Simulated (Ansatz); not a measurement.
Cartesian coordinates in Å:
```
C 0.162 -1.345 0.439
N 0.116 0.052 0.807
Al -0.137 1.481 -0.203
O -0.377 1.362 -1.878
H -0.615 -1.937 0.937
H 0.004 -1.455 -0.637
H 1.130 -1.809 0.667
H 0.255 0.185 1.798
H -0.146 2.911 0.452
H -0.391 0.553 -2.383
```

Charge 0, multiplicity 1.

(1) List the r2SCAN/def2-TZVPP orbital energies in eV (Ansatz 0.2.0). (An estimate is asked.)

Results:

(1) The calculation gave: Occupied: -1516.37, -515.12, -384.65, -273.69, -109.92, -70.25, -70.06, -70.03, -25.32, -22.52, -17.01, -12.66, -12.12, -10.87, -10.70, -9.03, -8.07, -7.80, -7.79, -5.73. Lowest empty: -0.18, -0.10, 1.00, 1.72, 2.53, 2.84, 3.53, 3.79.
